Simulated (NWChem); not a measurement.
Correlation energy of HSn

```
Sn
H 1 1.8080
```
Charge 0, spin multiplicity 2.

Program: NWChem. Structure: optimised with UPBE/def2-SVP with def2 effective core potentials on Sn, a minimum by its harmonic frequencies.

Basis set: def2-SVP. Each correlation energy counts from its own Hartree-Fock reference.

Effective core potentials replace the inner electrons of Sn; spin-orbit coupling is left out. The correlated methods keep 4 core orbitals frozen. This spin state was chosen for the runs; another may lie lower. The structure started from a generated list of species. The unpaired electrons of the parent sit in orbitals of symmetry b1 (C2v labels of the run); other states weren't searched. The stability of the SCF solutions was not checked. Open-shell Hartree-Fock references start from PBE0 orbitals. Coupled-cluster values serve here as a point of comparison, not as the truth.

Task: For the correlation energy, UMP2 gives -76.9 mHa and SCS-UMP2 gives -79.5 mHa. What do CCSD on UHF, CCSD[T] on UHF, CCSD(T) on UHF give?

Result: CCSD on UHF: -97.2 mHa; CCSD[T] on UHF: -99.6 mHa; CCSD(T) on UHF: -99.5 mHa.
